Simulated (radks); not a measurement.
Values are calculated unless marked as measured or tabulated.
The gallium ion Ga+, configuration [Ar] 3d10 4s2. Code: a radial shooting solver on a logarithmic mesh with Libxc functionals. Model: non-relativistic Kohn-Sham, LDA (Slater exchange, VWN5 correlation), spin-polarised, spherical densities, point nucleus; hard spherical wall at 12 bohr. Some entries of the table are withheld. Estimate them.

orbital,occ.,eigenvalue (eV),r(max) (bohr),<r> (bohr)
1s,2,-10081.27,0.03266,(1)
2s,2,(2),0.1861,0.2219
2p,6,-1099.342,0.1479,(3)
3s,2,-150.9861,0.5741,0.6640
3p,6,-105.8991,0.5706,0.6847
3d,10,-28.3660,0.5298,(4)
4s,2,-16.3559,1.872,2.237
4p,0,-9.3226,(5),(6)
5s,0,-3.7000,5.348,5.707
4d,0,-2.4087,4.497,5.224

Answer. 
(1) 1s <r> (bohr): 0.04950
(2) 2s eigenvalue (eV): -1238.314
(3) 2p <r> (bohr): 0.1924
(4) 3d <r> (bohr): 0.8034
(5) 4p r(max) (bohr): 2.309
(6) 4p <r> (bohr): 2.823
